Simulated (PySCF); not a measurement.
A structure optimised at PBE-D3(BJ)/def2-SVP, used in a PySCF frequency run:

```xyz
17

Zn     0.0000     0.0000     0.0000
N      1.1985    -1.1985     1.1985
H      1.8279    -0.6702     1.8279
H      1.8279    -1.8279     0.6702
H      0.6702    -1.8279     1.8279
N     -1.1985    -1.1985    -1.1985
H     -1.8279    -0.6702    -1.8279
H     -1.8279    -1.8279    -0.6702
H     -0.6702    -1.8279    -1.8279
N     -1.1985     1.1985     1.1985
H     -0.6702     1.8279     1.8279
H     -1.8279     0.6702     1.8279
H     -1.8279     1.8279     0.6702
N      1.1985     1.1985    -1.1985
H      1.8279     1.8279    -0.6702
H      0.6702     1.8279    -1.8279
H      1.8279     0.6702    -1.8279
```
Charge +2, spin multiplicity 1.

Question: Write its SMILES, formula and point group.

Answer: [NH3]->[Zn+2](<-[NH3])(<-[NH3])<-[NH3], H₁₂N₄Zn, Td

Question: What are its rotational constants (standard atomic weights)?

Answer: 2.3132, 2.3132, 2.3132 GHz
